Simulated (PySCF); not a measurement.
## Energy of Pb (lead, neutral) between two integer charges

The 6p alpha orbital of [Xe] 4f14 5d10 6s2 6p2 is emptied in steps (occupation f), with all orbitals relaxed, ending at [Xe] 4f14 5d10 6s2 6p1. Calculation: PySCF 2.14, in def2-SVP with the def2 core potential (60 electrons) (4s4p2d, 26 functions); scalar relativity through the core potential. The exact energy is a straight line in f; departures are measured from the line between the end points of the same method.

```csv
f,UHF (eV),LDA (eV),PBE (eV),PBE0 (eV),r2SCAN (eV),LC-wPBE (eV),BHandHLYP (eV),wB97X (eV),TPSS (eV),HSE06 (eV)
1,0.000,0.000,0.000,0.000,0.000,0.000,0.000,0.000,0.000,0.000
0.75,0.062,-0.607,-0.589,-0.424,-0.545,0.005,-0.282,-0.049,-0.570,-0.501
0.5,0.082,-0.813,-0.787,-0.565,-0.717,0.010,-0.376,-0.068,-0.761,-0.669
0.25,0.060,-0.612,-0.592,-0.422,-0.529,0.011,-0.283,-0.052,-0.570,-0.501
0,0.000,0.000,0.000,0.000,0.000,0.000,0.000,0.000,0.000,0.000
```

**Question.** For r2SCAN, how does the orbital energy at f = 1 compare with the removal energy?

**Answer.** −ε = 4.161 eV against a total-energy difference of 7.098 eV. By Janak's theorem ε = ∂E/∂f, so the gap between them reflects the curvature. Along the path −ε is 5.669 (f = 0.75), 7.145 (f = 0.5), 8.543 (f = 0.25) eV.

```
   method  E(f=0) − E(f=1) (eV)  −ε at f=1 (eV)  −ε at f=0.5 (eV)
      UHF                 6.570           6.908             6.565
      LDA                 7.162           3.945             7.147
      PBE                 6.972           3.846             6.964
     PBE0                 7.014           4.749             7.019
   r2SCAN                 7.098           4.161             7.145
  LC-wPBE                 7.072           7.083             7.090
BHandHLYP                 6.902           5.399             6.900
    wB97X                 6.749           6.499             6.738
     TPSS                 6.915           3.880             6.916
    HSE06                 7.021           4.350             7.021
```

Reference removal energy between the ground levels: 7.417 eV (measured; NIST Atomic Spectra Database, ionization energies). The calculation has no spin-orbit coupling. UHF lacks correlation.
